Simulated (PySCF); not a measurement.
Computed IR spectrum (relative IR intensity) of a molecule C2H5FO2Si. The structure is a stationary point at B3LYP-D3(BJ)/def2-SVP. One conformer was computed; it need not be the lowest. Calculation: B3LYP-D3(BJ)/def2-SVP in PySCF. Frequencies are harmonic and unscaled.

Lines under 2 % of the strongest are left out, and lines within 2 cm⁻¹ are merged.

ν (cm⁻¹): 113 (w), 294 (vw), 370 (w), 562 (vw), 582 (m), 621 (vw), 756 (w), 801 (m), 850 (m), 877 (w), 934 (w), 966 (m), 987 (vs), 1010 (s), 1154 (vw), 1210 (m), 1402 (vw), 1417 (w), 1799 (s), 2304 (m), 2927 (m), 3685 (s) (against the strongest line: vs over 80 %, s over 45 %, m over 15 %, w over 4 %, vw less)

Question: Pick the molecule that these values belong to.
(A) O=CC[Si@H](O)F
(B) O[Si@@]1(F)CCO1
(C) FC1([SiH3])OCO1
(D) O[Si]1(F)COC1

Answer: A, O=CC[Si@H](O)F
